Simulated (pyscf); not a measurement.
Structures and frequencies: ωB97X-D3(BJ)/def2-SVP in PySCF.

Problem. Estimate by transition-state theory (the high-pressure limit) the rate constant of H₃Ge–O–GeH₃ -> germane (GeH₄) + O=GeH₂ (singlet surface; Ge–O, Ge–H broken, Ge–H formed) at 1200 K, with ωB97M-D3(BJ)/def2-TZVP energies (ideal gas, 1 atm, RRHO with modes under 100 cm⁻¹ raised to 100, one conformer, R ln 2 for chiral ones without a mode under 150 cm⁻¹; no tunnelling).

Solution. The electronic barrier is 61.8 kcal/mol and the thermal terms add +2.9, so ΔG‡ = 64.6 kcal/mol. With k_BT/h = 2.50e+13 s⁻¹ and RT = 2.385 kcal/mol, k = 4.2e+01 s⁻¹, a half-life of 1.6e-02 s through this channel alone. Wigner's tunnelling factor for 320i cm⁻¹ would be 1.01. A shift of 1 kcal/mol in the barrier changes k by a factor 1.5. On the product side the descent ends in a complex, 5.7 kcal/mol under the separated species and 5.1 kcal/mol under the saddle at ωB97X-D3(BJ)/def2-TZVP. At the saddle there is also a short Ge–Ge contact that neither side keeps. O=GeH₂ lies 30.4 kcal/mol over its isomer HO–GeH: [singlet] (electronic energy, ωB97M-D3(BJ)/def2-TZVP). One saddle was located; it need not be the lowest between these sides. Elements up to Kr have no core potential and no relativistic terms here.
